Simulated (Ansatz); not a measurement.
Basis-set extrapolation for BF3H3N, SMILES `[NH3+][B-](F)(F)F` (PBE0-D4/def2-TZVP geometry, frozen core, Ansatz 0.2.0). Multiplicity 1, RHF reference.

```csv
,def2-TZVPP,def2-QZVPP
HF,-379.591571,-379.608243
MP2 correlation,-1.078027,-1.174353
CCSD(T) correlation,-1.123489,not run
```

Energies in hartree. Use E(X) = E(∞) + A·exp(−7.88·√X) for Hartree–Fock and E(X) = E(∞) + B·X^(−2.97) for correlation, with X = 3 and 4, and add CCSD(T) minus MP2 of the smaller set to the MP2 limit.

Problem. What is the CCSD(T) energy at the basis-set limit?

Solution. HF limit: -379.608243 + (-0.016672) × 0.13774 = -379.61054. MP2 limit: -1.174353 + (-0.096326) × 0.74074 = -1.24571. Higher-order term: -1.123489 − (-1.078027) = -0.04546. Total: -380.90171 hartree, 490.0 kJ/mol below CCSD(T)/def2-TZVPP.
